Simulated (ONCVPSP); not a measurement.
**Potentials for C (Z = 6) compared**

Generated with ld1.x 7.5 (TM, RRKJ, ultrasoft, PAW), atompaw 4.2 or ONCVPSP 4.0.1. The cutoff is in Ry: for ld1.x and atompaw files where the sum of valence levels is converged to 10 mRy in a Bessel basis, for ONCV files where the hardest occupied wave has 1 mHa per electron of residual kinetic energy. The error is the largest all-electron minus pseudo excitation energy over each file’s own four to seven test configurations (ionisations up to +4, promotions, holes and added fractions of an electron), all of which were solved. The labels leave out finer settings (local radius, basis sizes, second energies), which also bear on the numbers. Spin-polarised tests are not counted. The rows are a selection from randomly drawn settings: files with unsolved tests, undetermined cutoffs or missed reference levels are left out.

A true bound ghost makes a file unfit for plane-wave use even where its test errors are small: the radial tests pick states by their node count and pass the ghost by.

| potential | cutoff (Ry) | largest error (meV) | bound ghosts |
| --- | --- | --- | --- |
| ONCV, Wu-Cohen, scalar-relativistic, rc 1.10/2.10/1.85 (spd), local smoothed, core correction no, reference 2s2 2p0.5, qcut 6.9/7.9/6, projectors 2/1/1 | 39 | +136 | none |
| ONCV, LDA (Perdew-Wang 92), scalar-relativistic, rc 1.15/2.05 (sp), local smoothed, core correction yes, reference 2s2 2p2, qcut 4.7/6.4, projectors 2/2 | 86 | +678 | none |
| ONCV, PBE, scalar-relativistic, rc 0.85/3.00 (sp), local smoothed, core correction yes, reference 2s1 2p3, qcut 9.4/5.1, projectors 2/2 | 325 | +1665 | s |
| ONCV, PBE, scalar-relativistic, rc 1.35/1.70 (sp), local smoothed, core correction yes, reference 2s2 2p2, qcut 5.7/9.1, projectors 2/3 | 43 | +283 | none |

**Question.** Fill in the row for C: ONCV, PBE, scalar-relativistic, rc 1.30/3.05 (sp), local smoothed, core correction yes, reference 2s2 2p2, qcut 4.7/4.1, projectors 2/2.

**Answer.** cutoff 56 Ry, largest error +3238 meV, bound ghosts: none.

**Question.** Fill in the row for C: ONCV, LDA (Perdew-Zunger), scalar-relativistic, rc 1.05/0.90/0.90 (spd), local smoothed, core correction no, reference 2s2, qcut 5.2/8.9/10, projectors 2/2/2.

**Answer.** cutoff 129 Ry, largest error +116 meV, bound ghosts: none.

**Question.** Fill in the row for C: ONCV, PW91, scalar-relativistic, rc 0.85/1.60/1.75 (spd), local smoothed, core correction no, reference 2s2 2p2, qcut 9.4/6.1/6.3, projectors 2/2/2.

**Answer.** cutoff 71 Ry, largest error +400 meV, bound ghosts: s.
